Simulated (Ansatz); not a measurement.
`O[Si](F)(Cl)Cl` + `C#N` → `N#C[Si](F)(Cl)Cl` + H₂O  (formal exchange of groups at the Si–O bond)

Program: Ansatz. Geometries: PBE0-D4/def2-TZVP. ΔE: electronic, gas phase. CCSD(T)/CBS adds triple-zeta CCSD(T) − MP2 to the extrapolated MP2 energy (def2 sets, frozen cores). This one scheme is used for every species. One conformer a species, not always the lowest.

```
           species  CCSD(T)/def2-SVP energy (Eh)
  `O[Si](F)(Cl)Cl`                   -1383.28141
             `C#N`                     -93.10523
`N#C[Si](F)(Cl)Cl`                   -1400.18056
               H₂O                     -76.17468
```

**Question.** Work out ΔE.

**Answer.** ΔE = (-1400.18056) + (-76.17468) − (-1383.28141) − (-93.10523) = 0.03140 Eh = +82.4 kJ/mol. CCSD(T)/CBS gives +85.8 kJ/mol.

Largest T1 diagnostic among the species: 0.014.

In def2-TZVPP, CCSD(T) changes the Hartree–Fock value by −17.1 kJ/mol (the triples alone add −3.1 kJ/mol) and MP2 by −19.5 kJ/mol. Leaving LDA and LC-ωPBE aside and taking each functional with its dispersion term where it has one, the values, not all of them listed here, spread over 18.3 kJ/mol, from revPBE-D4 to BHLYP-D4. LDA lies +8.1 kJ/mol from PBE without D4. From BLYP to BHLYP (50 % exact exchange), in def2-TZVPP and without D4, ΔE moves by +11.8 kJ/mol.
